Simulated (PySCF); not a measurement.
Species: C3H14OSi3.
Geometry (PBE0-D3(BJ)/def2-SVP, Å), atoms numbered from 1 in this order:
```xyz
21
C3H14OSi3 angstrom
C      2.932   -0.463   -0.470
C      1.516   -0.764   -0.048
O      0.729    0.370   -0.306
C     -0.657    0.291    0.039
Si    -1.308    1.991   -0.529
Si    -0.959    0.132    1.921
Si    -1.600   -1.064   -0.931
H      3.586   -1.327   -0.281
H      3.323    0.401    0.087
H      2.968   -0.224   -1.543
H      1.478   -1.028    1.029
H      1.126   -1.643   -0.601
H     -1.091    2.135   -2.000
H     -0.566    3.068    0.191
H     -2.767    2.110   -0.231
H     -0.642   -1.233    2.447
H     -2.406    0.399    2.184
H     -0.119    1.131    2.649
H     -1.218   -0.999   -2.374
H     -1.318   -2.442   -0.421
H     -3.066   -0.812   -0.784
```

Method: PySCF, TDDFT CAM-B3LYP/def2-SVPD, vertical, gas phase, core orbitals frozen in the response.

Ground-to-excited transition dipoles (e·a0, same axes as the geometry; the sign carries no meaning), for the states with f of 0.002 or more among the lowest 8:

| state | E (eV) | μx | μy | μz |
| --- | --- | --- | --- | --- |
| S1 | 6.344 | -0.080 | -0.136 | -0.361 |
| S2 | 6.778 | -0.055 | -0.083 | -0.244 |
| S4 | 7.081 | -0.124 | -0.384 | -0.037 |
| S5 | 7.103 | 0.079 | 0.068 | 0.553 |
| S6 | 7.274 | -0.036 | -0.440 | 0.186 |
| S7 | 7.571 | 0.022 | -0.242 | 0.082 |
| S8 | 7.622 | 0.147 | 0.269 | 0.641 |

Problem. What oscillator strength does each state have?

Solution. f = (2/3) ΔE |μ|² with ΔE in hartree (27.2114 eV).

| state | \|μ\|² (au) | \|μ\| (D) | f |
| --- | --- | --- | --- |
| S1 | 0.155 | 1.00 | 0.024 |
| S2 | 0.069 | 0.67 | 0.012 |
| S4 | 0.164 | 1.03 | 0.028 |
| S5 | 0.317 | 1.43 | 0.055 |
| S6 | 0.229 | 1.22 | 0.041 |
| S7 | 0.066 | 0.65 | 0.012 |
| S8 | 0.505 | 1.81 | 0.094 |

Problem. Which bond between heavy atoms lies closest to the direction of the S8 transition dipole?

Solution. C4–Si7 and C4–Si6, at 34° from it; next C2–O3 and C1–C2 at 89°.

Problem. What angle do the transition dipoles of S2 and S4 make?

Solution. |cos θ| = |μa·μb| / (|μa| |μb|) = 0.45, so θ ≈ 63° (taken between 0 and 90°, since the signs are arbitrary).

Problem. How is the summed strength of these states shared among x, y and z?

Solution. (2/3) Σ ΔE μα² gives 0.010 for x, 0.089 for y and 0.168 for z, 0.267 in all.

Problem. What peak molar absorption coefficient would the strongest computed level give as a lone Gaussian band 0.5 eV wide at half height?

Solution. ε(max) = 2.175×10⁸ f / FWHM, with the width in cm⁻¹. S8: 2.175×10⁸ × 0.0944 / 4033 ≈ 5100 L mol⁻¹ cm⁻¹.

The vertical ionisation energy (ΔSCF) is 9.01 eV, 1.38 eV above S8.

Time: 8.7 min of wall time (grids of density and orbitals included); peak memory 1.3 GiB. Hardware: one thread of an Arm Neoverse N1, shared host with 64 logical CPUs at a one-minute load of 63.

One conformer stands for the species.

Without π bonds the low states may be Rydberg-like; a valence basis with one diffuse set may place them up to an eV too high.
